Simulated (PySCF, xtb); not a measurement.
CCl₂F, SMILES F[C](Cl)Cl, multiplicity 2.

Harmonic wavenumbers (cm⁻¹) from GFN2-xTB (xtb) at its own minimum, in rising order: 253, 340, 380, 589, 810, 1077.

Question: What does PySCF with PBE-D3(BJ)/def2-SVP give at its own minimum? (An estimate is asked for; the answer gives what the named calculation found.)

Answer: 274, 370, 454, 593, 876, 1173. Paired by order, the mean absolute difference is 48 cm⁻¹ and the zero-point energies are 4.9 and 5.3 kcal/mol.
